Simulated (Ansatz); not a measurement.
The cluster LiAg6⁺. The state is a singlet with charge 1. Geometry r2SCAN-D4/def2-SVP; atoms count from 1.

```
atom   x (Å)   y (Å)   z (Å)
 Li1  -0.104   1.252   0.890
 Ag2  -0.918  -1.275   0.713
 Ag3  -2.973   0.048  -0.347
 Ag4  -0.624   0.373  -1.564
 Ag5   1.752   1.537  -1.876
 Ag6   1.658  -0.464  -0.120
 Ag7   1.209  -1.471   2.305
```

In the def2 sets Ag takes a core potential; there is no spin–orbit coupling. Another isomer (singlet) lies 0.13 eV lower at PBE0-D4/def2-TZVP; other spin states weren't run for this one.

Q: Estimate the Mulliken populations from the PBE0/def2-TZVP orbitals of Ansatz.

A: 
```tsv
atom	charge (e)	d electrons
Li1	0.40	–
Ag2	0.00	9.89
Ag3	0.20	9.91
Ag4	0.00	9.89
Ag5	0.20	9.91
Ag6	0.00	9.89
Ag7	0.20	9.91
```
Mulliken values depend strongly on the basis.

Q: And the Mayer bond orders between heavy atoms (over 0.3)?

A: Ag2–Ag3 0.44 (2.66 Å); Ag2–Ag4 0.31 (2.83 Å); Ag2–Ag6 0.31 (2.83 Å); Ag2–Ag7 0.44 (2.66 Å); Ag3–Ag4 0.44 (2.66 Å); Ag4–Ag5 0.44 (2.66 Å); Ag4–Ag6 0.31 (2.83 Å); Ag5–Ag6 0.44 (2.66 Å); Ag6–Ag7 0.44 (2.66 Å).
